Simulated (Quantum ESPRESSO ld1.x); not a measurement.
Question: The mean radii <r> (bohr) of the occupied orbitals of an atom or ion are listed with their occupations. All-electron calculation, non-relativistic Kohn-Sham, LDA (Slater exchange, Perdew-Wang correlation), spin-polarised, spherical densities, point nucleus. Program: ld1.x of Quantum ESPRESSO 7.5.

| orbital | occ. | <r> |
|---|---|---|
| 1s up | 1 | 0.05492 |
| 1s down | 1 | 0.05492 |
| 2s up | 1 | 0.2490 |
| 2s down | 1 | 0.2486 |
| 2p up | 3 | 0.2171 |
| 2p down | 3 | 0.2166 |
| 3s up | 1 | 0.7374 |
| 3s down | 1 | 0.7411 |
| 3p up | 3 | 0.7595 |
| 3p down | 3 | 0.7651 |
| 3d up | 5 | 0.8287 |
| 3d down | 1 | 0.8491 |

Name the element and its charge. Open shells, if any, are filled with parallel spins first.

Answer: Z = 28, nickel, charge +4: Ni4+ in [Ar] 3d6. The 1s radius gives Z: for a bare nucleus <r> = 1.5/Z, 0.05357 bohr for Z = 28, and screening makes it slightly larger (0.05492 here). The occupations add up to 24, and the charge is Z minus that.
